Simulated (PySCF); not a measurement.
C6H10S.
Geometry (GFN2-xTB, Å), atoms numbered from 1 in this order:
```
atom  x, y, z in Å
C1    -0.9072    0.3928    1.3997
C2    -0.2964    0.0378    0.0486
C3    -1.3755   -0.0790   -1.0219
C4     0.9378    0.8840   -0.3550
C5     1.8216   -0.3737   -0.2771
C6     0.6129   -1.1675    0.1083
S7     0.3634   -2.7179    0.4574
H8    -0.1342    0.4706    2.1615
H9    -1.4329    1.3431    1.3343
H10   -1.6108   -0.3794    1.7022
H11   -1.9078    0.8646   -1.1215
H12   -2.0848   -0.8570   -0.7494
H13   -0.9356   -0.3373   -1.9827
H14    1.1971    1.6592    0.3618
H15    0.8680    1.3223   -1.3475
H16    2.5996   -0.3590    0.4862
H17    2.2775   -0.6915   -1.2147
```

Method used: TDDFT CAM-B3LYP/def2-SVPD, vertical, gas phase, core orbitals frozen in the response in PySCF 2.14.0, density-fitted response routines.

Computed states:

```csv
state,E (eV),f
S1,2.54,0.0000
S2,5.64,0.228
S3,5.70,0.0026
S4,6.07,0.0014
S5,6.15,0.068
S6,6.63,0.013
S7,7.06,0.0001
S8,7.11,0.024
```

Broadening: Gaussians 0.4 eV wide at half height, area fixed by f = 4.319×10⁻⁹ ∫ε dν̃. The cross-section is σ = 3.8235×10⁻²¹ ε cm², given in Mb (10⁻¹⁸ cm²). The width is an assumption, not a result. The curve ends short of the highest state used, and states not computed would add to its high-energy end.

Problem. Give the broadened spectrum and its maxima.

Solution. 
E (eV), σ (Mb) and a bar:
```
     1.94       0.00 
     2.10       0.00 
     2.25       0.00 
     2.41       0.00 
     2.57       0.00 
     2.73       0.00 
     2.88       0.00 
     3.04       0.00 
     3.20       0.00 
     3.36       0.00 
     3.51       0.00 
     3.67       0.00 
     3.83       0.00 
     3.99       0.00 
     4.14       0.00 
     4.30       0.00 
     4.46       0.00 
     4.62       0.00 
     4.77       0.00 
     4.93       0.01 
     5.09       0.33 
     5.25       4.36 ##
     5.40      22.21 ############
     5.56      53.39 ##############################
     5.72      53.62 ##############################
     5.88      26.92 ###############
     6.03      18.46 ##########
     6.19      17.74 ##########
     6.35       9.56 #####
     6.51       4.46 ##
```

Maxima: 220 nm (5.64 eV), ε about 16000, made up of S2 (99%); 203 nm (6.12 eV), ε about 4900, made up of S5 (92%) (hardly more than a shoulder) (ε in L mol⁻¹ cm⁻¹; maxima over ε = 5, shares over 10%).

Problem. Coming from long wavelengths, where does ε first pass 100 L mol⁻¹ cm⁻¹?

Solution. At about 243 nm (5.10 eV), 2.56 eV above S1.

Problem. What would ε be at 5.64 eV, the highest of these maxima, with half the width (0.2 eV)?

Solution. About 31000 L mol⁻¹ cm⁻¹ against 15600, a factor of about 1.99; a lone state at its own centre would give exactly 2.

Problem. Does any computed singlet lie in the visible range?

Solution. S1 lies in the visible range (380 to 750 nm), at 488 nm, dark in the vertical dipole picture (f under 0.0005); light of that wavelength is green-blue to blue-green, and its complementary colour is orange to red; a Tamm–Dancoff triplet lies at 587 nm, without intensity as long as spin–orbit coupling is left out.
